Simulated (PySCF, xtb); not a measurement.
C4H3N2, SMILES [c]1cnccn1, multiplicity 2.

Harmonic wavenumbers (cm⁻¹) from GFN2-xTB run with xtb at its own minimum, in rising order: 239, 365, 573, 642, 689, 767, 872, 892, 923, 1075, 1102, 1144, 1199, 1233, 1331, 1410, 1458, 1601, 3059, 3069, 3091.

What does r2SCAN-D4/def2-SVP run with PySCF 2.14.0 give at its own minimum? (Estimate from the structure and the level; the computed values follow.)

345, 428, 563, 709, 747, 828, 940, 958, 974, 1060, 1095, 1180, 1277, 1312, 1393, 1484, 1537, 1666, 3161, 3181, 3190. Paired by order, the mean absolute difference is 65 cm⁻¹ and the zero-point energies are 38.2 and 40.1 kcal/mol.
